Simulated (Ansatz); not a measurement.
Consider the hydrogenolysis of a B–F bond: `O=CB(F)F` + H₂ → `O=CBF` + H–F.

Computed with Ansatz on PBE0-D4/def2-TZVP structures; ΔE is electronic, products minus reactants. CCSD(T)/CBS adds triple-zeta CCSD(T) − MP2 to the extrapolated MP2 energy (def2 sets, frozen cores). This one scheme is used for every species. Functionals use def2-TZVPP. B3LYP here is the variant with VWN-RPA as its local correlation; programs differ in this. HSE06 is defined as in plane-wave codes. One conformer a species, not always the lowest.

`O=CB(F)F`:

```xyz
6

O    -0.234   -1.768    0.084
C    -0.441   -0.612    0.350
B     0.408    0.575   -0.323
F     1.353    0.322   -1.189
F     0.152    1.823   -0.002
H    -1.237   -0.340    1.079
```

H₂:

```xyz
2

H     0.301    0.220   -0.011
H    -0.301   -0.220    0.011
```

`O=CBF`:

Z-matrix (Å, degrees):
```
C
B 1 1.604
O 1 1.208 2 121.2
H 1 1.115 2 119.2 3 -180.0
F 2 1.315 1 117.7 3 -180.0
H 2 1.194 1 122.6 3 0.0
```

H–F:

Z-matrix (Å, degrees):
```
F
H 1 0.920
```

```csv
level,ΔE (kJ/mol),difference from CCSD(T)/CBS
LDA (SPW92),144.4,14.6
PBE-D4,136.6,6.8
revPBE-D4,136.6,6.8
BLYP-D4,140.5,10.7
r2SCAN-D4,146.4,16.6
B97M-V,147.5,17.7
PBE0-D4,133.6,3.8
B3LYP-D4,138.1,8.3
r2SCANh-D4,144.4,14.6
r2SCAN0-D4,141.6,11.8
BHLYP-D4,136.7,6.9
CAM-B3LYP-D4,139.5,9.7
ωB97X-V,135.7,5.9
ωB97M-V,138.2,8.4
B2PLYP,136.4,6.6
PBE,135.2,5.4
revPBE,131.7,1.9
BLYP,137.2,7.4
r2SCAN,146.0,16.2
B3LYP,135.8,6.0
r2SCANh,144.0,14.2
r2SCAN0,141.2,11.4
HSE06,132.4,2.6
BHLYP,135.1,5.3
CAM-B3LYP,138.3,8.5
LC-ωPBE,132.8,3.0
RPA@PBE/def2-TZVPP,130.1,0.3
HF/def2-SVP,139.7,9.9
MP2/def2-SVP,156.5,26.7
CCSD/def2-SVP,149.3,19.5
CCSD(T)/def2-SVP,152.0,22.2
HF/def2-TZVPP,131.4,1.6
MP2/def2-TZVPP,135.4,5.6
SCS-MP2/def2-TZVPP,133.4,3.6
CCSD/def2-TZVPP,131.7,1.9
CCSD(T)/def2-TZVPP,133.8,4.0
HF/def2-QZVPP,131.5,1.7
HF/CBS(def2),131.5,1.7
MP2/CBS(def2),131.4,1.6
CCSD/CBS(def2),127.7,-2.1
CCSD(T)/CBS,129.8,0
```

Largest T1 diagnostic among the species: 0.015.

At CCSD(T), def2-SVP lies +22.2 kJ/mol from the extrapolated value and def2-TZVPP +4.0 kJ/mol. Leaving LDA and LC-ωPBE aside and taking each functional with its dispersion term where it has one, the values, not all of them listed here, spread over 14.0 kJ/mol, from HSE06-D4 to B97M-V. LDA lies +9.2 kJ/mol from PBE without D4. From r2SCAN to r2SCAN0 (25 % exact exchange), in def2-TZVPP and without D4, ΔE moves by −4.9 kJ/mol.
